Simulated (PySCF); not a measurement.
Work out the structure from these simulated measurements.

Formula: C8H13; charge +1.

| Item | Value |
| --- | --- |
| 13C NMR | chemical shifts (computed TMS as zero) by class: 279.7 (1 C), 206.7 (1 C), 98.4 (1 C), 77.8 (1 C), 63.2 (1 C), 47.3 (1 C), 29.7 (2 C) ppm [GIAO B97-2/pcSseg-1] |
| Polarisability | 96.3 au [CAM-B3LYP/def2-SVPD] |
| Rotational structure | rotational constants A, B, C: 3.043, 1.284, 1.066 GHz [PBE0-D3(BJ)/def2-SVP] |
| Valence photoelectron | vertical ionisation energy: 15.40 eV [ΔSCF CAM-B3LYP/def2-SVPD] |
| UV, first state | lowest singlet excitation: 3.04 eV (407 nm, f = 0.002) [TDDFT CAM-B3LYP/def2-SVPD] |
| Triplet | lowest triplet excitation (Tamm–Dancoff): 2.71 eV [TDA CAM-B3LYP/def2-SVPD] |
| 1H NMR | chemical shifts (computed TMS as zero) by class: 10.68 (1 H), 3.80 (2 H), 3.77 (3 H), 2.95 (1 H), 1.59 (6 H) ppm [GIAO B97-2/pcSseg-1] |
| UV, strongest line | among the 10 lowest singlet transitions: S3 at 4.57 eV (271 nm, f = 0.143) [TDDFT CAM-B3LYP/def2-SVPD] |

Electronic properties: PySCF, gas phase, density fitting. Levels stand in brackets. Geometry: PBE0-D3(BJ)/def2-SVP, one conformer, isolated ion. Each NMR value is the plain mean over a class of atoms that symmetry, rotation or inversion makes alike.

Q: What is the compound? Reason from the data.

A: Numbering: `[CH:1]#[C:2][C+:3]([CH3:4])[CH2:5][CH:6]([CH3:7])[CH3:8]`. 8 carbons fall into 7 classes; from least to most shielded: carbon bonded to 3 C [C3] (279.7 ppm), carbon bonded to C and H [C1] (206.7 ppm), carbon bonded to 2 C [C2] (98.4 ppm), chain CH2 carbon [C5] (77.8 ppm), sp3 CH carbon [C6] (63.2 ppm), methyl carbon [C4] (47.3 ppm), methyl carbon [C7/C8] (29.7 ppm, 2 C, up to 6.6 ppm apart in this geometry). Hydrogen classes from least to most shielded: 1 H on a carbon bonded to C and H, C1 (10.68 ppm), 2 H on a chain CH2 carbon, C5 (3.80 ppm, a mean of values up to 0.5 ppm apart in this geometry), 3 H on a methyl carbon, C4 (3.77 ppm, a mean of values up to 0.7 ppm apart in this geometry), 1 H on an sp3 CH carbon, C6 (2.95 ppm), 6 H on 2 methyl carbons, C7/C8 (1.59 ppm, a mean of values up to 0.9 ppm apart in this geometry). The first electron is taken from the HOMO, whose largest Löwdin shares are 0.15 on the carbon bonded to C and H, 0.14 on the sp3 CH carbon, 0.14 on the carbon bonded to 2 C and 0.12 on the chain CH2 carbon. The optimised geometry has point group C1 and is an asymmetric top. Structure: `C#C[C+](C)CC(C)C`. Computed isomers that give other values at the same levels: `C[CH+]/C=C/C1CCC1` (rotational constant A: 7.741 GHz; this holds for the one conformer computed). The assignments are read from this structure; whether some other isomer fits the data as well wasn't checked.

Shape of the structure used: `[CH:1]#[C:2][C+:3]([CH3:4])[CH2:5][CH:6]([CH3:7])[CH3:8]`: C2–C3–C5–C6 98°, C3–C5–C6–C7 176°.
